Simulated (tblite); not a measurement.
Species: C6H6BS2 (doublet state).
Bonds: C1–C2 (triple), C2–C3, C3–C4 (double), C3–B5, B5–S6, S6–C7, C7–C8, C8–S9, B5–S9. Hydrogens: H10, H11 on C4; H12, H13 on C7; H14, H15 on C8.
Bond orders are those of one Lewis drawing.

Computed with GFN2-xTB (tblite), gas phase: L-BFGS steps from a force-field or distance-geometry start until the largest atomic force falls under 0.01 eV/Å.

At the end of the run (lengths in Å): B5–S6 1.787, B5–S9 1.797, C8–S9 1.836, C7–H13 1.089, S6–C7 1.840, C8–H15 1.089, C7–C8 1.511, S6–B5–S9 115.1°, C4–C3–B5 124.6°, C2–C3–B5 115.6°, C1–C2–C3 171.7°, C2–C3–B5–S6 5°, C3–B5–S6–C7 171°, B5–S6–C7–C8 31°, H14–C8–S9–B5 -89°, H12–C7–C8–S9 76°.

**Question.** These geometries were met on the way; a selection of coordinates is given. Order them by energy above the end point, lowest first.
A. B5–S6 1.813, B5–S9 1.805, C8–S9 1.900, C7–H13 1.056, S6–C7 1.872, C8–H15 1.065, C7–C8 1.533, S6–B5–S9 111.3°, C4–C3–B5 130.5°, C2–C3–B5 108.5°, C1–C2–C3 177.5°, C2–C3–B5–S6 -47°, C3–B5–S6–C7 115°, B5–S6–C7–C8 36°, H14–C8–S9–B5 -123°, H12–C7–C8–S9 98°
B. B5–S6 1.796, B5–S9 1.784, C8–S9 1.842, C7–H13 1.091, S6–C7 1.839, C8–H15 1.092, C7–C8 1.508, S6–B5–S9 113.3°, C4–C3–B5 139.8°, C2–C3–B5 100.9°, C1–C2–C3 161.7°, C2–C3–B5–S6 -58°, C3–B5–S6–C7 144°, B5–S6–C7–C8 34°, H14–C8–S9–B5 -97°, H12–C7–C8–S9 78°
C. B5–S6 1.903, B5–S9 1.906, C8–S9 1.782, C7–H13 1.141, S6–C7 1.791, C8–H15 1.136, C7–C8 1.473, S6–B5–S9 99.5°, C4–C3–B5 121.1°, C2–C3–B5 116.6°, C1–C2–C3 178.8°, C2–C3–B5–S6 -30°, C3–B5–S6–C7 98°, B5–S6–C7–C8 38°, H14–C8–S9–B5 -124°, H12–C7–C8–S9 103°
D. B5–S6 1.805, B5–S9 1.783, C8–S9 1.849, C7–H13 1.095, S6–C7 1.843, C8–H15 1.096, C7–C8 1.526, S6–B5–S9 115.0°, C4–C3–B5 135.8°, C2–C3–B5 102.5°, C1–C2–C3 177.1°, C2–C3–B5–S6 -52°, C3–B5–S6–C7 129°, B5–S6–C7–C8 33°, H14–C8–S9–B5 -122°, H12–C7–C8–S9 88°
E. B5–S6 1.798, B5–S9 1.780, C8–S9 1.830, C7–H13 1.092, S6–C7 1.849, C8–H15 1.091, C7–C8 1.516, S6–B5–S9 114.8°, C4–C3–B5 135.4°, C2–C3–B5 104.6°, C1–C2–C3 166.8°, C2–C3–B5–S6 -64°, C3–B5–S6–C7 149°, B5–S6–C7–C8 36°, H14–C8–S9–B5 -86°, H12–C7–C8–S9 69°

**Answer.** E (0.194 eV), B (0.314 eV), D (0.512 eV), A (0.840 eV), C (1.634 eV).

```
step  E above end (eV)  rms distance from the end, all atoms (Å)  largest force (eV/Å)  rms shift of all bonds from the end (Å)
  32             0.194                                     0.964                 0.408                                    0.007
  22             0.314                                     0.992                 0.427                                    0.007
  13             0.512                                     1.065                 0.367                                    0.010
   3             0.840                                     1.099                 2.056                                    0.027
   0             1.634                                     1.112                 3.502                                    0.053
```

Rows stand in the order of the answer.
